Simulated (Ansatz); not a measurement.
Species: HO3 (charge 0, doublet). It need not be the lowest isomer of its formula. 
Coordinates optimised at B3LYP-D3(BJ)/def2-TZVP (Ansatz, a first-principles code):
SMILES: O([O])O
```xyz
4

O      0.2900     0.1010    -1.1274
O      0.3292     0.0866     0.4185
H      1.2118     0.3656    -1.2899
O     -0.7707    -0.2333     0.8701
```
Charge 0, spin multiplicity 2.

Basis-set convergence of Hartree-Fock and MP2 correlation energies (hartree) with Ansatz. Cores are frozen in the correlated levels unless marked. Open shells are spin-unrestricted. No spin-orbit coupling. Non-relativistic.

The UHF reference is spin-contaminated (<S^2> 0.39 over the pure value in the largest basis). The T1 diagnostic of CCSD in the largest basis is 0.058, which is high, so the coupled-cluster rows are less sure than usual.

| basis | functions | E(HF) | E(corr, MP2) |
|---|---|---|---|
| aug-cc-pVDZ | 78 | -224.97865 | -0.55121 |
| aug-cc-pVTZ | 161 | [?] | [?] |

**Question.** What belongs in the gaps?

**Answer.** 
- aug-cc-pVTZ, E(HF): -225.03453
- aug-cc-pVTZ, E(corr, MP2): -0.67934
